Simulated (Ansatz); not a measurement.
```xyz
5

O    -0.596   -0.898   -0.723
Sc    0.255    0.383    0.309
F    -0.468    2.072    0.501
F     1.845   -0.002    1.167
H    -1.035   -1.555   -1.254
```

Total charge 0; spin multiplicity 1.

(1) List the CAM-B3LYP/def2-TZVPP orbital energies in eV (the Gaussian-basis code of Ansatz). (Estimate.)

Answers

(1) Computed: Occupied: -4403.16, -672.31, -672.31, -522.31, -482.56, -398.88, -398.80, -398.80, -60.41, -38.84, -38.66, -38.41, -32.33, -31.83, -28.32, -15.44, -13.37, -13.23, -12.88, -12.72, -12.68, -12.39, -11.11, -10.88. Lowest empty: -1.39, 0.31, 0.41, 0.89, 1.23, 1.63, 2.00, 2.01.
